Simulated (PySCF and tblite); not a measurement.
Results of a calculation; reference values are marked as such.
**Dynamics report: rotation**

System: C₅H₇B₂N, numbered as in [BH2:1][NH:2][BH:3][C:4]#[C:5][CH2:6][C:7]#[CH:8].

Motion: rotation about the B1–N2 bond (torsion H–B1–N2–B3 from 0° to 180°, rising). Geometries: GFN2-xTB; energies: revPBE/pcSseg-1 + D3(BJ); zero-point and thermal terms from GFN2-xTB harmonic modes (soft modes blended into free rotors). Rates follow Eyring's equation with the number of equivalent paths and no tunnelling. Run with tblite and PySCF.

```json
{"point": "start", "symmetry": "Cs", "E(GFN2) kcal/mol": "0.0", "E(DFT) kcal/mol": "0.0", "ZPE change kcal/mol": "0.00", "lowest mode cm⁻¹": "28", "dipole D": "2.22"}
{"point": "saddle", "symmetry": "Cs", "E(GFN2) kcal/mol": "14.6", "E(DFT) kcal/mol": "20.8", "ZPE change kcal/mol": "-1.64", "lowest mode cm⁻¹": "624i", "dipole D": "1.28"}
{"point": "end", "symmetry": "Cs", "E(GFN2) kcal/mol": "0.0", "E(DFT) kcal/mol": "0.0", "ZPE change kcal/mol": "0.00", "lowest mode cm⁻¹": "28", "dipole D": "2.22"}
```

| Item | Value |
| --- | --- |
| Electronic barrier | 20.8 kcal/mol |
| Barrier with zero-point energy | 19.2 kcal/mol |
| ΔH‡ (298 K) | 19.1 kcal/mol |
| ΔS‡ (298 K, symmetry apart) | -0.3 cal/(mol K) |
| Paths | 2 equivalent paths |
| End point | the same structure with atoms interchanged, or its mirror image |
| Mean lifetime of the start against this motion at 298 K | 9.3 s |
| Cost | 110 s on 1 thread of Intel Xeon Platinum 8259CL @ 2.50GHz, shared host (rough), peak memory 0.64 GiB, launched as `OMP_NUM_THREADS=1 python ens_run.py task.json out` |

```json
{"T/K": "200", "ΔG‡ kcal/mol": "19.2", "k s⁻¹": "9.3×10⁻⁹"}
{"T/K": "250", "ΔG‡ kcal/mol": "19.2", "k s⁻¹": "0.00018"}
{"T/K": "298", "ΔG‡ kcal/mol": "19.2", "k s⁻¹": "0.11"}
{"T/K": "350", "ΔG‡ kcal/mol": "19.2", "k s⁻¹": "15"}
{"T/K": "400", "ΔG‡ kcal/mol": "19.2", "k s⁻¹": "526"}
{"T/K": "500", "ΔG‡ kcal/mol": "19.3", "k s⁻¹": "7.9×10⁴"}
```

ΔG and ΔG‡ leave out symmetry numbers and mirror images; rates count paths: 2 out.
